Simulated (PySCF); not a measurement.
IK, charge +1, doublet, geometry from GFN2-xTB (such geometries of metal compounds can be far from the true shape) (a state made from the parent by changing its charge; the spin is typed, not shown lowest) (all electrons, no relativity), with bond 2-1 at 1.4 times its length; CASSCF(9,7)/STO-3G (PySCF).

Input for PySCF:
```python
from pyscf import gto, scf, mcscf
import numpy

mol = gto.Mole()
mol.atom = '''
    K    -0.00000000   -0.00000000   -2.72905112
    I     0.00000000    0.00000000    2.46129516
'''
mol.basis = 'sto-3g'
mol.charge = 1
mol.spin = 1
mol.verbose = 4
mol.build()

mf = scf.ROHF(mol)
mf.kernel()
mc = mcscf.CASSCF(mf, 7, 9)
mc.fix_spin_(ss=0.75)
mc.kernel()
occ = numpy.linalg.eigvalsh(mc.fcisolver.make_rdm1(mc.ci, mc.ncas, mc.nelecas))[::-1]
ss = mc.fcisolver.spin_square(mc.ci, mc.ncas, mc.nelecas)[0]
print('natural occupations', occ.round(4), ' <S^2>', round(ss, 4))
```

The log (banner, timings and long lists left out):

```
PySCF version 2.14.0

[INPUT] verbose = 4
[INPUT] num. atoms = 2
[INPUT] num. electrons = 71
[INPUT] charge = 1
[INPUT] spin (= nelec alpha-beta = 2S) = 1
[INPUT] symmetry False subgroup None
[INPUT] Mole.unit = angstrom
[INPUT] Symbol           X                Y                Z      unit          X                Y                Z       unit  Magmom
[...]
nuclear repulsion = 102.66780338911
number of shells = 18
number of NR pGTOs = 120
number of NR cGTOs = 40
basis = sto-3g
ecp = {}

******** <class 'pyscf.scf.rohf.ROHF'> ********
method = ROHF
initial guess = minao
damping factor = 0
level_shift factor = 0
DIIS = <class 'pyscf.scf.diis.CDIIS'>
diis_start_cycle = 1
diis_space = 8
diis_damp = 0
SCF conv_tol = 1e-09
SCF conv_tol_grad = None
SCF max_cycles = 50
direct_scf = True
direct_scf_tol = 1e-13
num. doubly occ = 35  num. singly occ = 1
Set gradient conv threshold to 3.16228e-05
init E= -7420.9276358187
[...]
cycle= 1 E= -7443.68606261561  delta_E= -22.8  |g|= 0.0707  |ddm|= 1.38
[...]
cycle= 2 E= -7443.68749341234  delta_E= -0.00143  |g|= 0.0061  |ddm|= 0.0625
[...]
cycle= 3 E= -7443.6875102082  delta_E= -1.68e-05  |g|= 0.00104  |ddm|= 0.00909
[...]
cycle= 4 E= -7443.68751134557  delta_E= -1.14e-06  |g|= 0.000227  |ddm|= 0.00292
[...]
cycle= 5 E= -7443.6875114212  delta_E= -7.56e-08  |g|= 2.27e-05  |ddm|= 0.00095
[...]
cycle= 6 E= -7443.68751142207  delta_E= -8.64e-10  |g|= 3.87e-06  |ddm|= 0.000111
[...]
Extra cycle  E= -7443.68751142209  delta_E= -1.91e-11  |g|= 1.21e-06  |ddm|= 1.93e-05
converged SCF energy = -7443.68751142209

******** <class 'pyscf.mcscf.mc1step.CASSCF'> ********
CAS (5e+4e, 7o), ncore = 31, nvir = 2
max_cycle_macro = 50
max_cycle_micro = 4
conv_tol = 1e-07
conv_tol_grad = None
orbital rotation max_stepsize = 0.02
orbital rotation threshold for CI restart = 0.01
augmented hessian ah_max_cycle = 30
augmented hessian ah_conv_tol = 1e-12
augmented hessian ah_linear dependence = 1e-14
augmented hessian ah_level shift = 1e-08
augmented hessian ah_start_tol = 2.5
augmented hessian ah_start_cycle = 3
augmented hessian ah_grad_trust_region = 3
kf_trust_region = 3
kf_interval = 4
ci_response_space = 4
ci_grad_trust_region = 3
with_dep4 0
natorb = False
canonicalization = True
sorting_mo_energy = False
ao2mo_level = 2
internal_rotation = False
******** <class 'pyscf.fci.addons.SpinPenaltyFCISolver'> ********
max. cycles = 50
conv_tol = 1e-08
davidson only = True
linear dependence = 1e-12
level shift = 0.001
max iter space = 12
nroots = 1
pspace_size = 400
spin = None
CASCI E = -7443.68760464727  S^2 = 0.7500000
Set conv_tol_grad to 0.000316228
macro iter   1 (  4 JK    1 micro), CASSCF E = -7443.68760469685  dE = -4.95765562e-08  S^2 = 0.7500000
               |grad[o]|=0.000227  |grad[c]|=0.000482  |ddm|=2.21e-05  |maxRot[o]|= 0.02
macro iter   2 ( 17 JK    4 micro), CASSCF E = -7443.68760464461  dE =  5.22377377e-08  S^2 = 0.7500000
               |grad[o]|=0.0015  |grad[c]|=0.00278  |ddm|=1.99e-05  |maxRot[o]|=0.0389
macro iter   3 ( 25 JK    4 micro), CASSCF E = -7443.68760462243  dE =  2.21825758e-08  S^2 = 0.7500000
               |grad[o]|=0.000858  |grad[c]|=0.000366  |ddm|=1.17e-05  |maxRot[o]|=0.0212
macro iter   4 ( 29 JK    4 micro), CASSCF E = -7443.68760463502  dE = -1.25965016e-08  S^2 = 0.7500000
               |grad[o]|=0.000629  |grad[c]|=4.43e-05  |ddm|=4.29e-06  |maxRot[o]|=0.00699
macro iter   5 ( 33 JK    4 micro), CASSCF E = -7443.68760464269  dE = -7.66704034e-09  S^2 = 0.7500000
               |grad[o]|=0.000568  |grad[c]|=3.91e-06  |ddm|=1.34e-06  |maxRot[o]|=0.00219
macro iter   6 ( 33 JK    4 micro), CASSCF E = -7443.68760464611  dE = -3.41970008e-09  S^2 = 0.7500000
               |grad[o]|=0.000558  |grad[c]|=8.2e-07  |ddm|=2.23e-07  |maxRot[o]|=0.000714
macro iter   7 ( 11 JK    1 micro), CASSCF E = -7443.68760464659  dE = -4.79303708e-10  S^2 = 0.7500000
               |grad[o]|=0.000551  |grad[c]|=6.3e-07  |ddm|=4.59e-08  |maxRot[o]|=5.33e-05
[...]
               |grad[o]|=0.00055  |grad[c]|=4.02e-07  |ddm|=    0  |maxRot[o]|=    0
macro iter  33 (  1 JK    1 micro), CASSCF E = -7443.68760464695  dE =  0.00000000e+00  S^2 = 0.7500000
               |grad[o]|=0.00055  |grad[c]|=4.02e-07  |ddm|=    0  |maxRot[o]|=    0
macro iter  34 (  1 JK    1 micro), CASSCF E = -7443.68760464695  dE =  0.00000000e+00  S^2 = 0.7500000
               |grad[o]|=0.00055  |grad[c]|=4.02e-07  |ddm|=    0  |maxRot[o]|=    0
macro iter  35 (  1 JK    1 micro), CASSCF E = -7443.68760464695  dE =  0.00000000e+00  S^2 = 0.7500000
               |grad[o]|=0.00055  |grad[c]|=4.02e-07  |ddm|=    0  |maxRot[o]|=    0
macro iter  36 (  1 JK    1 micro), CASSCF E = -7443.68760464695  dE =  0.00000000e+00  S^2 = 0.7500000
               |grad[o]|=0.00055  |grad[c]|=4.02e-07  |ddm|=    0  |maxRot[o]|=    0
macro iter  37 (  1 JK    1 micro), CASSCF E = -7443.68760464695  dE =  0.00000000e+00  S^2 = 0.7500000
               |grad[o]|=0.00055  |grad[c]|=4.02e-07  |ddm|=    0  |maxRot[o]|=    0
macro iter  38 (  1 JK    1 micro), CASSCF E = -7443.68760464695  dE =  0.00000000e+00  S^2 = 0.7500000
               |grad[o]|=0.00055  |grad[c]|=4.02e-07  |ddm|=    0  |maxRot[o]|=    0
macro iter  39 (  1 JK    1 micro), CASSCF E = -7443.68760464695  dE =  0.00000000e+00  S^2 = 0.7500000
               |grad[o]|=0.00055  |grad[c]|=4.02e-07  |ddm|=    0  |maxRot[o]|=    0
macro iter  40 (  1 JK    1 micro), CASSCF E = -7443.68760464695  dE =  0.00000000e+00  S^2 = 0.7500000
               |grad[o]|=0.00055  |grad[c]|=4.02e-07  |ddm|=    0  |maxRot[o]|=    0
macro iter  41 (  1 JK    1 micro), CASSCF E = -7443.68760464695  dE =  0.00000000e+00  S^2 = 0.7500000
               |grad[o]|=0.00055  |grad[c]|=4.02e-07  |ddm|=    0  |maxRot[o]|=    0
macro iter  42 (  1 JK    1 micro), CASSCF E = -7443.68760464695  dE =  0.00000000e+00  S^2 = 0.7500000
               |grad[o]|=0.00055  |grad[c]|=4.02e-07  |ddm|=    0  |maxRot[o]|=    0
macro iter  43 (  1 JK    1 micro), CASSCF E = -7443.68760464695  dE =  0.00000000e+00  S^2 = 0.7500000
               |grad[o]|=0.00055  |grad[c]|=4.02e-07  |ddm|=    0  |maxRot[o]|=    0
macro iter  44 (  1 JK    1 micro), CASSCF E = -7443.68760464695  dE =  0.00000000e+00  S^2 = 0.7500000
               |grad[o]|=0.00055  |grad[c]|=4.02e-07  |ddm|=    0  |maxRot[o]|=    0
macro iter  45 (  1 JK    1 micro), CASSCF E = -7443.68760464695  dE =  0.00000000e+00  S^2 = 0.7500000
               |grad[o]|=0.00055  |grad[c]|=4.02e-07  |ddm|=    0  |maxRot[o]|=    0
macro iter  46 (  1 JK    1 micro), CASSCF E = -7443.68760464695  dE =  0.00000000e+00  S^2 = 0.7500000
               |grad[o]|=0.00055  |grad[c]|=4.02e-07  |ddm|=    0  |maxRot[o]|=    0
macro iter  47 (  1 JK    1 micro), CASSCF E = -7443.68760464695  dE =  0.00000000e+00  S^2 = 0.7500000
               |grad[o]|=0.00055  |grad[c]|=4.02e-07  |ddm|=    0  |maxRot[o]|=    0
macro iter  48 (  1 JK    1 micro), CASSCF E = -7443.68760464695  dE =  0.00000000e+00  S^2 = 0.7500000
               |grad[o]|=0.00055  |grad[c]|=4.02e-07  |ddm|=    0  |maxRot[o]|=    0
macro iter  49 (  1 JK    1 micro), CASSCF E = -7443.68760464695  dE =  0.00000000e+00  S^2 = 0.7500000
               |grad[o]|=0.00055  |grad[c]|=4.02e-07  |ddm|=    0  |maxRot[o]|=    0
macro iter  50 (  1 JK    1 micro), CASSCF E = -7443.68760464695  dE =  0.00000000e+00  S^2 = 0.7500000
               |grad[o]|=0.00055  |grad[c]|=4.02e-07  |ddm|=    0  |maxRot[o]|=    0
1-step CASSCF not converged,  50 macro (260 JK  65 micro) steps
CASSCF canonicalization
Density matrix diagonal elements [1.99990895e+00 1.99999712e+00 1.99998283e+00 1.99999998e+00
 1.00000018e+00 9.70199846e-05 1.39041077e-05]
CASSCF energy = -7443.68760464695
CASCI E = -7443.68760464695  E(CI) = -15.8660308416147  S^2 = 0.7500000
natural occupations [2.0000e+00 2.0000e+00 2.0000e+00 1.9999e+00 1.0000e+00 1.0000e-04
 0.0000e+00]  <S^2> 0.75
```

The run did not converge; its last values are not results.
